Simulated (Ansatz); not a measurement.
Geometry optimisation, RKS revPBE/def2-SVP (Ansatz).

Input:

```yaml
crystal:
  periodic: [false, false, false]
  atoms:
    - { symbol: Sn, position_ang: [0.0, 0.0, 0.0] }
    - { symbol: Cl, position_ang: [0.0, 0.0, 2.41] }
    - { symbol: H, position_ang: [1.6408, 0.0, -0.5794] }
    - { symbol: H, position_ang: [-0.8195, 1.4198, -0.5794] }
    - { symbol: H, position_ang: [-0.8195, -1.4198, -0.5794] }
basis:
  gaussian: { orbitals: def2-SVP }
hamiltonian:
  xc: revpbe
relax:
  f_tol: 0.02
  max_steps: 40
output:
  orbitals: {}
```

Command:

```bash
$ ansatz run input.yaml --threads 1 --pin off --max-ram 2048MiB --backend cpu --events-out ev --progress --plain --runs-dir out
```

Q: Where does it end, and by what steps?

A: It converged. After 3 steps the energy has fallen by 0.028 eV; Cl2 moved furthest, 0.07 Å.

```
step  energy less start (eV)  largest force component (eV/Å)  accepted
   0                  0.0000                           0.347       yes
   1                  0.0209                           0.380        no
   2                 -0.0278                           0.033       yes
   3                 -0.0279                           0.007       yes
```

```xyz
5
Properties=species:S:1:pos:R:3
Sn 0.000 0.000 -0.050
Cl 0.000 0.000 2.339
H 1.658 0.000 -0.539
H -0.828 1.435 -0.539
H -0.828 -1.435 -0.539
```

Run time: 4.9 s on 1 thread of Arm Neoverse V2, on a shared host, peak memory 0.11 GiB.
